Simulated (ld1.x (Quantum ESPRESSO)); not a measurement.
Reading a pseudo-wave (lanthanum)

Columns: radius, all-electron u(r) and pseudo u(r) of the 5d shell (level -3.73 eV) of lanthanum in the configuration [Kr] 4d10 4f0 5s2 5p6 5d1 6s2 6p0; PBE, non-relativistic, TM scheme, ld1.x (Quantum ESPRESSO) 7.5.

```json
{"r (bohr)": "0.128", "all-electron": "0.1695", "pseudo": "0.0007"}
{"r (bohr)": "0.255", "all-electron": "0.0942", "pseudo": "0.0056"}
{"r (bohr)": "0.382", "all-electron": "-0.1374", "pseudo": "0.0183"}
{"r (bohr)": "0.510", "all-electron": "-0.2748", "pseudo": "0.0417"}
{"r (bohr)": "0.638", "all-electron": "-0.2770", "pseudo": "0.0773"}
{"r (bohr)": "0.765", "all-electron": "-0.1882", "pseudo": "0.1247"}
{"r (bohr)": "0.893", "all-electron": "-0.0556", "pseudo": "0.1833"}
{"r (bohr)": "1.020", "all-electron": "0.0857", "pseudo": "0.2494"}
{"r (bohr)": "1.148", "all-electron": "0.2195", "pseudo": "0.3203"}
{"r (bohr)": "1.275", "all-electron": "0.3352", "pseudo": "0.3909"}
{"r (bohr)": "1.402", "all-electron": "0.4307", "pseudo": "0.4575"}
{"r (bohr)": "1.530", "all-electron": "0.5063", "pseudo": "0.5169"}
{"r (bohr)": "1.658", "all-electron": "0.5625", "pseudo": "0.5656"}
{"r (bohr)": "1.785", "all-electron": "0.6012", "pseudo": "0.6018"}
{"r (bohr)": "1.912", "all-electron": "0.6256", "pseudo": "0.6256"}
{"r (bohr)": "2.040", "all-electron": "0.6381", "pseudo": "0.6381"}
{"r (bohr)": "2.168", "all-electron": "0.6411", "pseudo": "0.6411"}
{"r (bohr)": "2.295", "all-electron": "0.6366", "pseudo": "0.6366"}
{"r (bohr)": "2.422", "all-electron": "0.6264", "pseudo": "0.6264"}
{"r (bohr)": "2.550", "all-electron": "0.6119", "pseudo": "0.6119"}
{"r (bohr)": "2.678", "all-electron": "0.5943", "pseudo": "0.5943"}
{"r (bohr)": "2.805", "all-electron": "0.5749", "pseudo": "0.5749"}
{"r (bohr)": "2.932", "all-electron": "0.5541", "pseudo": "0.5541"}
{"r (bohr)": "3.060", "all-electron": "0.5323", "pseudo": "0.5323"}
{"r (bohr)": "3.188", "all-electron": "0.5103", "pseudo": "0.5103"}
{"r (bohr)": "3.315", "all-electron": "0.4885", "pseudo": "0.4885"}
```

How many radial nodes do the two functions have?

The all-electron 5d function has n − l − 1 = 2; the pseudo-wave has 0, since the states of the same l below it are removed with the core.

At about which radius was the pseudo-wave matched?

2.10 bohr. The columns agree to 0.0005 from 1.91 bohr on; several derivatives are matched, so the curves merge somewhat inside the radius.

Where does each function peak?

Outermost all-electron maximum near 2.17 bohr, pseudo maximum near 2.17 bohr (to the table’s step).

Is the pseudo-wave norm-conserving?

Yes: the TM scheme keeps the norm inside the radius equal to the all-electron one, which fixes the energy derivative of the logarithmic derivative at the level.
